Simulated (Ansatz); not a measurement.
Input and output for Sn(SMe)H3 (CH6SSn).

```yaml
crystal:
  periodic: [false, false, false]
  atoms:
    - {symbol: Sn, position_ang: [-0.373653, 0.848710, -1.336158]}
    - {symbol: S, position_ang: [-0.449056, 0.805481, 1.087525]}
    - {symbol: C, position_ang: [0.354521, -0.812231, 1.393304]}
    - {symbol: H, position_ang: [-0.215582, -1.643240, 0.951451]}
    - {symbol: H, position_ang: [0.373926, -0.946218, 2.484279]}
    - {symbol: H, position_ang: [1.390359, -0.833534, 1.022695]}
    - {symbol: H, position_ang: [1.262090, 0.822385, -1.855798]}
    - {symbol: H, position_ang: [-1.154754, 2.293711, -1.804268]}
    - {symbol: H, position_ang: [-1.187851, -0.535074, -1.943029]}
basis:
  gaussian: {orbitals: def2-mTZVP}
hamiltonian: {xc: {name: SVWN5}}
output: {forces: true}
```

```sh
$ ansatz run in.yaml --threads 4 --pin off --events-out ev --progress --plain --max-ram 3916MiB
```

It prints (some lines left out):

```
Functional definition: SVWN5
1051 factors; their error is unknown
mean field evaluation 1: about -17737.0501 eV, gradient 5.7e1 eV
mean field evaluation 2: about -17723.6151 eV, gradient 8.4e1 eV
mean field evaluation 4: about -17744.4568 eV, gradient 5.5e0 eV
mean field evaluation 8: about -17744.5593 eV, gradient 1.0e-1 eV
mean field evaluation 16: about -17744.5164 eV, gradient 2.8e-4 eV
mean field -17744.51640900 eV, -652.0989503654 hartree, gradient 5.5e-5 eV, S^2 0.000000; 0 other end points of the search recorded, 0 dependent functions left out
reference -17744.51645703 eV, -652.0989521305 hartree; 25, 25 occupied and 70, 70 virtual orbitals, 1051 factors
Total energy: -17744.51645703 eV, -652.0989521305 hartree
Atom 0 at    -0.373653     0.848710    -1.336158 Å, force    -0.002014    -0.021067     0.299388 eV/Å
Atom 1 at    -0.449056     0.805481     1.087525 Å, force     0.083625    -0.145094    -0.270625 eV/Å
Atom 2 at     0.354521    -0.812231     1.393304 Å, force    -0.082114     0.173679    -0.096137 eV/Å
Atom 3 at    -0.215582    -1.643240     0.951451 Å, force     0.012550     0.015864     0.009987 eV/Å
Atom 4 at     0.373926    -0.946218     2.484279 Å, force     0.006705    -0.014214     0.001327 eV/Å
Atom 5 at     1.390359    -0.833534     1.022695 Å, force    -0.021140     0.000476     0.010165 eV/Å
Atom 6 at     1.262090     0.822385    -1.855798 Å, force     0.008528    -0.005714     0.019621 eV/Å
Atom 7 at    -1.154754     2.293711    -1.804268 Å, force    -0.003213     0.006780     0.007658 eV/Å
Atom 8 at    -1.187851    -0.535074    -1.943029 Å, force    -0.002927    -0.010711     0.018616 eV/Å
Dipole moment:     0.134915    -0.253000    -0.178519 e Å
```

Hardware: 4 threads of Intel Xeon Platinum 8259CL on a shared host. Wall time 0.9 s.

In the def2 sets Sn takes a core potential; there is no spin–orbit coupling.
